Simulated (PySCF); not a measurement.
# Spinor energies of Ni⁵⁺ (nickel, charge +5)

Start: [Ar] 3d5; 3d3/2 filled at m_j = -3/2, -1/2, +1/2, +3/2; 3d5/2 filled at m_j = +5/2. Calculated with PySCF 2.14 in an even-tempered Gaussian basis (18 s from 0.2 bohr⁻², ratio 2.8; 13 p from 0.26 bohr⁻², ratio 2.8; 9 d from 0.26 bohr⁻², ratio 2.8; 4 f from 1.5 bohr⁻², ratio 3): generalised Hartree-Fock with the X2C-1e Hamiltonian and a Gaussian nucleus; spin-orbit coupling (SO) screened by Boettger's factors.

```csv
spinor shell,electrons,"ε, screened SO (eV)",weight of nominal j (screened SO),"rms radius, screened SO (bohr)"
1s1/2,2,-8494.0,1.000,0.0624
2s1/2,2,-1144.0,1.000,0.265
2p1/2,2,-1005.7,0.975,0.236
2p3/2,4,-986.98,0.987,0.239
3s1/2,2,-222.54,1.000,0.771
3p1/2,2,-175.71,0.661,0.803
3p3/2,4,-174.43,0.831,0.807
3d3/2,4,-109.30,0.517,0.862
3d5/2,1,-109.12,1.000,0.863
```

```
   quantity  screened SO
E (hartree)  -1512.36631
        M_J          5/2
       ⟨J²⟩        8.752
       ⟨L²⟩        0.004
       ⟨S²⟩        8.745
```

Each row is a mean over spinors that exchange with the open shell spreads, by up to 19.083 eV (3p3/2).

Rows whose weight is well below 1 are mixtures of j = l ± 1/2: exchange outweighs spin-orbit coupling there, and the label is only the starting occupation.
